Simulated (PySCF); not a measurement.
# Magnetic susceptibility: `CC(=O)[C@@H]1O[C@@H]1S(=O)(=O)O`, C$_{4}$H$_{6}$O$_{5}$S

Cartesian coordinates in Å; atom numbers follow the order of the lines, from 1:
```xyz
16

C     1.346    1.387   -1.021
C     0.730    0.844    0.218
O     0.171    1.498    1.069
C     0.928   -0.650    0.437
O     0.686   -1.533   -0.616
C    -0.225   -1.546    0.428
S    -1.764   -0.681    0.015
O    -2.807   -1.610   -0.233
O    -1.428    0.300   -0.969
O    -2.068    0.031    1.397
H     0.734    1.036   -1.853
H     1.343    2.473   -1.003
H     2.352    0.996   -1.156
H     1.780   -0.893    1.072
H    -0.309   -2.437    1.033
H    -1.476    0.793    1.530
```

Theory: GIAO B97-2/pcseg-1 magnetisability, rotational g tensor and spin-rotation constants, non-relativistic, gas phase in PySCF. Geometry: GFN2-xTB.

**Question.** What are the magnetisability and the molar susceptibility?

**Answer.** Isotropic -1330 × 10⁻³⁰ J/T², or -80.1 × 10⁻⁶ cm³/mol; principal values -1458, -1313, -1220 × 10⁻³⁰ J/T², anisotropy 208 × 10⁻³⁰ J/T² (root of half the summed squared differences of the principal values). The susceptibility is in cgs units.

**Question.** Split it along the inertial axes a, b, c into diamagnetic and paramagnetic parts about the centre of mass, with the quadrupole moment.

**Answer.** 
```tsv
axis	χ (10⁻⁶ cm³/mol)	diamagnetic (10⁻⁶ cm³/mol)	paramagnetic (10⁻⁶ cm³/mol)	summed x² of all electrons (Å²)	quadrupole Θ (D Å)
a	-80.8	-680.8	599.9	215.1	-1.29
b	-76.3	-1180.5	1104.2	97.3	-2.24
c	-83.2	-1325.2	1242.0	63.2	+3.53
```
Anisotropies 2χaa − χbb − χcc = -2.2 and 2χbb − χaa − χcc = +11.4 × 10⁻⁶ cm³/mol. Θ is traceless in Buckingham's convention.

**Question.** And the rotational g tensor?

**Answer.** 
```csv
axis,rotational constant (GHz),g,nuclear part,electronic part
a,2.0513,-0.0328,0.5454,-0.5782
b,1.0919,-0.0195,0.5469,-0.5664
c,0.9489,-0.0154,0.5383,-0.5537
```
Asymmetric top; isotopes 12C, 1H, 16O, 32S; no vibrational averaging.
